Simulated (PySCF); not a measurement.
Molecule: `P[SiH]1CC1`, C2H7PSi.

Atom-mapped SMILES (the numbers label the heavy atoms): `[PH2:1][SiH:2]1[CH2:3][CH2:4]1`; H(Xn) means a hydrogen on atom n. Ha(C3), Ha(C4) are cis to P1 on the ring; Hb(C3), Hb(C4) are trans to P1 on the ring.

Geometry PBE0-D3(BJ)/def2-SVP throughout; GIAO in PySCF 2.14, gas phase, one conformer, non-relativistic; equivalent atoms averaged; functional PBE0.

Q: How do the shifts δ (against H3PO4, TMS at the same level) depend on the basis set? (ppm; last column core-seconds on shared hosts with different chips, so compare them loosely)

A: 
```
    basis set  functions      P1     Si2  C3/C4  H(Si2)  Hb(C3)/Hb(C4)  Ha(C3)/Ha(C4)  H(P1)  core-s
       STO-3G         35  -174.1  -100.8    6.7    0.92           0.37           0.37   0.17     2.1
        6-31G         58  -285.9  -106.1   -3.3    2.72           0.98           0.93   1.64     4.1
     pcSseg-0         58  -373.6  -145.6   -3.6    2.81           0.90           0.85   1.67     3.7
       6-31G*         78  -239.3  -104.3   -3.2    3.40           0.82           0.67   2.07     5.2
     def2-SVP         99  -254.3  -113.9   -4.3    3.18           0.57           0.39   1.95       6
      cc-pVDZ         99  -247.4  -116.0   -3.3    3.20           0.67           0.48   1.87     6.8
     pcSseg-1        117  -280.7  -129.2   -4.6    3.17           0.71           0.52   2.12     8.1
  aug-cc-pVDZ        163  -263.4  -120.1   -4.2    3.50           0.66           0.47   2.08      14
6-311+G(2d,p)        166  -285.0  -128.8   -4.5    3.54           0.67           0.48   2.27      13
    def2-TZVP        178  -290.8  -133.5   -4.8    3.57           0.69           0.47   2.27      15
      cc-pVTZ        226  -280.7  -128.0   -4.5    3.37           0.68           0.48   2.09      21
     IGLO-III        228  -280.6  -129.2   -5.0    3.44           0.68           0.50   2.14      21
     pcSseg-2        256  -283.7  -131.6   -4.9    3.23           0.75           0.52   2.20      22
```

Q: Which nucleus moves most, in ppm?

A: P1 (phosphorus bonded to Si, 2 H): from -373.6 ppm with pcSseg-0 to -174.1 ppm with STO-3G. The smallest spread is 0.56 ppm, at Ha(C3)/Ha(C4). Proton shifts span only some 12 ppm, so a few tenths of a ppm matter as much there as several ppm in carbon.

Q: Taking the largest basis, pcSseg-2 (256 functions), as the yardstick, rank the others by their worst heavy-atom deviation.

A: 6-311+G(2d,p) 2.7 ppm (166 functions), pcSseg-1 2.9 ppm (117 functions), IGLO-III 3.1 ppm (228 functions), cc-pVTZ 3.6 ppm (226 functions), def2-TZVP 7.1 ppm (178 functions), aug-cc-pVDZ 20.2 ppm (163 functions), 6-31G 25.5 ppm (58 functions), def2-SVP 29.4 ppm (99 functions), cc-pVDZ 36.2 ppm (99 functions), 6-31G* 44.3 ppm (78 functions), pcSseg-0 89.9 ppm (58 functions), STO-3G 109.5 ppm (35 functions).

A small basis that lands close on one nucleus may do so by chance; judge by the trend and by all nuclei.
